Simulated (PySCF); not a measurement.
**Orbital energies, ionisation energy and electron affinity**

(Br2Al-mu-OH)2.
Geometry (PBE0-D3(BJ)/def2-SVP, Å), atoms numbered from 1 in this order:
```
atom  x, y, z in Å
Al1    1.289    0.064   -0.599
Br2    2.923    1.345    0.267
Br3    1.689   -1.119   -2.464
O4     0.375   -0.915    0.666
Al5   -1.266   -0.077    0.601
Br6   -1.672    1.101    2.469
Br7   -2.892   -1.365   -0.270
O8    -0.352    0.904   -0.662
H9     0.673   -1.645    1.215
H10   -0.644    1.631   -1.219
```

Level: CAM-B3LYP/def2-SVPD (PySCF). Frontier orbitals with their largest atomic shares (Löwdin; up to four atoms above 4 %):

```json
{"orbital": "HOMO−3", "ε (eV)": "-10.03", "main atoms": "Br3 24 %, Br6 23 %, Br2 22 %, Br7 22 %"}
{"orbital": "HOMO−2", "ε (eV)": "-9.95", "main atoms": "Br6 25 %, Br3 24 %, Br7 21 %, Br2 20 %"}
{"orbital": "HOMO−1", "ε (eV)": "-9.77", "main atoms": "Br3 24 %, Br6 24 %, Br2 22 %, Br7 22 %"}
{"orbital": "HOMO", "ε (eV)": "-9.72", "main atoms": "?"}
{"orbital": "LUMO", "ε (eV)": "-0.58", "main atoms": "Al1 26 %, Al5 26 %, O8 7 %, O4 7 %"}
{"orbital": "LUMO+1", "ε (eV)": "0.20", "main atoms": "O4 15 %, O8 15 %, Br3 9 %, Br2 9 %"}
{"orbital": "LUMO+2", "ε (eV)": "0.52", "main atoms": "Al5 17 %, Al1 17 %, Br7 14 %, Br2 14 %"}
```

Question: What vertical ionisation energy does ΔSCF give, and how far is −ε(HOMO) from it?

Answer: ΔSCF: 10.46 eV (1009 kJ/mol; threshold wavelength 119 nm); ⟨S²⟩ of the doublet left behind is 0.756, against 0.75 for a pure doublet. −ε(HOMO) is 9.72 eV, 0.74 eV below it. For the exact functional −ε(HOMO) would equal the first vertical ionisation energy; CAM-B3LYP (range-separated hybrid) falls short of its own ΔSCF value by 7 %.

Question: On which atoms does the HOMO lie?

Answer: Br6 (bromine bonded to Al) 25 %, Br3 (bromine bonded to Al) 25 %, Br7 (bromine bonded to Al) 24 %, Br2 (bromine bonded to Al) 24 %, so no atom holds as much as 40 %. The HOMO−1 lies 0.05 eV lower.

Question: And the vertical electron affinity, the fundamental gap, Mulliken's electronegativity and the hardness (with the factor ½)?

Answer: EA = 0.10 eV by ΔSCF (−ε(LUMO) = 0.58 eV). IE − EA = 10.36 eV against an orbital gap of 9.14 eV; (IE + EA)/2 = 5.28 eV; (IE − EA)/2 = 5.18 eV. Parr's electrophilicity index (IE + EA)²/[8(IE − EA)] is 1.35 eV.

Question: The lowest singlet excitation (vertical TDDFT, same level) lies at 6.54 eV. How far is it below IE − EA?

Answer: IE − EA = 10.36 eV, so by 3.82 eV.

Question: What total energies stand behind the ΔSCF value?

Answer: E(N) = -10932.60267 Eh and E(N − 1) = -10932.21840 Eh at the same geometry, 0.38427 Eh apart. With one more electron, E(N + 1) = -10932.60636 Eh.

Question: What kinetic energy would electrons from this vertical process carry with Lyman-α light (10.199 eV)?

Answer: The photon is 0.26 eV short of the vertical value.

Question: Shift the occupied levels rigidly so that −ε(HOMO) equals the ΔSCF value. What binding energies result?

Answer: The shift is +0.74 eV: HOMO 10.46, HOMO−1 10.51, HOMO−2 10.69, HOMO−3 10.77 eV. A rigid shift is only a rough guide to the deeper ionisations.

The structure is a single PBE0-D3(BJ)/def2-SVP conformer in the gas phase; no vibrational or solvent corrections. The calculation is non-relativistic, for bromine too.
